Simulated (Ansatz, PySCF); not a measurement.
Ge(H)2(Cl)(OMe) (CH₅ClGeO), SMILES C[O][GeH2][Cl]. Atoms are numbered in the order given.

```xyz
9

Ge     0.4209    -0.2358    -0.5115
Cl     0.8233     1.2043     1.0547
O     -1.0457    -1.1193    -0.0859
C     -2.2620    -0.4436     0.1028
H      1.5397    -1.2747    -0.5405
H      0.2081     0.5719    -1.8016
H     -2.2053     0.2866     0.9300
H     -2.5909     0.0931    -0.8075
H     -3.0329    -1.1878     0.3541
```
Charge 0, spin multiplicity 1.

Geometry optimised at PBE0-D3(BJ)/def2-SVP. This is a generated structure with no PubChem entry under its InChIKey; it may be hypothetical. One conformer was computed; it need not be the lowest.

Two levels are set side by side: PBE-D3(BJ)/def2-SVP (Ansatz, a first-principles code) and PBE0-D3(BJ)/def2-SVP (Ansatz). Each level has its own optimised geometry; the coordinates shown are those of the second. Frequencies come from the Hessian of PySCF at each geometry. Differences are taken from unrounded values.

| quantity | PBE0-D3(BJ) |
|---|---|
| mean bond length (Å) | 1.464 |
| bond Ge1–Cl2 (Å) | 2.165 |
| bond Ge1–O3 (Å) | 1.764 |
| bond O3–C4 (Å) | 1.404 |
| bond Ge1–H5 (Å) | 1.527 |
| bond Ge1–H6 (Å) | 1.537 |
| bond C4–H7 (Å) | 1.105 |
| bond C4–H8 (Å) | 1.107 |
| bond C4–H9 (Å) | 1.101 |
| highest harmonic wavenumber (cm⁻¹) | 3141 |
| mean harmonic wavenumber (cm⁻¹) | 1246 |
| zero-point energy (kcal/mol) | 37.42 |

Task: What does PBE-D3(BJ) give, and how far is it from PBE0-D3(BJ)? (Estimate from the structure and the level; the computed values follow.)

Result: 
```
quantity                            PBE-D3(BJ)  PBE-D3(BJ) minus PBE0-D3(BJ)
----------------------------------  ----------  ----------------------------
mean bond length (Å)                     1.478                         0.014
bond Ge1–Cl2 (Å)                         2.185                         0.020
bond Ge1–O3 (Å)                          1.787                         0.023
bond O3–C4 (Å)                           1.419                         0.015
bond Ge1–H5 (Å)                          1.541                         0.014
bond Ge1–H6 (Å)                          1.552                         0.015
bond C4–H7 (Å)                           1.114                         0.009
bond C4–H8 (Å)                           1.116                         0.009
bond C4–H9 (Å)                           1.109                         0.009
highest harmonic wavenumber (cm⁻¹)        3042                           -98
mean harmonic wavenumber (cm⁻¹)           1199                           -47
zero-point energy (kcal/mol)             35.99                         -1.42
```

Exact exchange shortens and stiffens bonds; PBE has none. Differences between two approximate levels are no errors against the true value.
